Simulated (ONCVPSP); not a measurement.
Logarithmic derivatives: niobium, ONCV

Nb (Z = 41), optimised norm-conserving Vanderbilt (ONCV), made with ONCVPSP 4.0.1 (PBE, scalar-relativistic). Core [Kr], reference 4d4.5 5s0.5. Waves: 5s: rc 3.35 bohr, ncon 4, nbas 8, qcut 1.8 1/bohr, 2 projectors, debl 2.9 Ha; p scattering state at 0.42 Ha: rc 2.65 bohr, ncon 3, nbas 7, qcut 3.7 1/bohr, 2 projectors, debl 0.5 Ha; 4d: rc 2.25 bohr, ncon 3, nbas 8, qcut 8.2 1/bohr, 2 projectors, debl 2.6 Ha. Local part: polynomial inside 1.90 bohr (lpopt 5, dvloc0 3 Ha). Core correction: Teter function, fcfact 4, rcfact 1.4.

The phase is arctan(r·R′/R) of the radial function R(r), unwrapped; energies in Ha, scanned from -2 to 5 Ha. A pole is an energy at which the radial function vanishes at the test radius. The pseudo phase is shifted by a multiple of π to meet the all-electron one at the reference energy, and phase errors are pseudo minus all-electron; the curves can meet again beyond the range given. Levels narrower than the energy grid can be missing from the lists of poles.

| channel | radius (bohr) | reference energy (Ha) | poles, all-electron | poles, pseudo | unbroken range about the reference energy with phases within 0.05 rad | phase error 1 Ha above the reference energy (rad) |
| --- | --- | --- | --- | --- | --- | --- |
| s | 3.40 | -0.14 | 0.44, 2.99 | 0.41, 2.54, 3.02 | below 0.9 | -0.050 |
| p | 2.69 | 0.42 | -1.18, 1.93 | -0.74, 1.95 | -0.5 to 3.1 | +0.001 |
| d | 2.28 | -0.09 | 0.47, 4.66 | 0.48, 4.68 | the whole range | +0.000 |

Note: ghosts flagged at negative energy: p at -21.0 eV; GHOST(+) flagged for s at 69.6 eV. A true bound ghost makes a file unfit for plane-wave use.

Phases in the s channel:

```tsv
E (Ha)	all-electron	pseudo
-1.98	1.385	1.380
-1.62	1.352	1.350
-1.26	1.304	1.301
-0.90	1.208	1.204
-0.54	0.907	0.900
-0.18	-0.740	-0.741
0.18	-1.432	-1.437
0.54	-1.611	-1.626
0.90	-1.762	-1.820
1.26	-2.187	-2.747
1.62	-4.107	-4.340
1.98	-4.510	-4.558
2.34	-4.619	-4.640
2.70	-4.677	-7.818
3.06	-4.720	-7.858
3.42	-4.762	-7.893
3.78	-4.817	-7.934
4.14	-4.928	-8.004
4.50	-5.484	-8.245
4.86	-7.434	-10.473
```
